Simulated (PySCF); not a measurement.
Computed shifts of a molecule C2H5ClF2Si, PySCF with PBE/pcSseg-1, GIAO, gas phase, atoms alike by connectivity averaged where their shifts nearly agree, in ppm (number of nuclei): ¹³C: 13.5 (1), 9.5 (1). ²⁹Si: -8.3 (1). ¹⁹F: -145.2 (1), -153.0 (1). ¹H: 1.39 (3), 1.31 (1), 1.13 (1). References: ¹³C against TMS (σ = 182.0 ppm); ²⁹Si against TMS (σ = 335.4 ppm); ¹⁹F against CFCl3 (σ = 133.6 ppm); ³⁵Cl against HCl (σ = 936.5 ppm); ¹H against TMS (σ = 31.49 ppm), references at their B3LYP-D3(BJ)/def2-TZVP geometries, non-relativistic (without spin–orbit terms, shifts of atoms bonded to Cl or Br come out too high). The structure is a stationary point at r2SCAN-D4/def2-SVP. One conformer was computed; it need not be the lowest.

Task: Which structure fits?
A) CC(F)(F)[SiH2]Cl
B) F[C@H](Cl)[C@@H](F)[SiH3]
C) FC(F)C[SiH2]Cl
D) CC[Si](F)(F)Cl

Result: D, CC[Si](F)(F)Cl
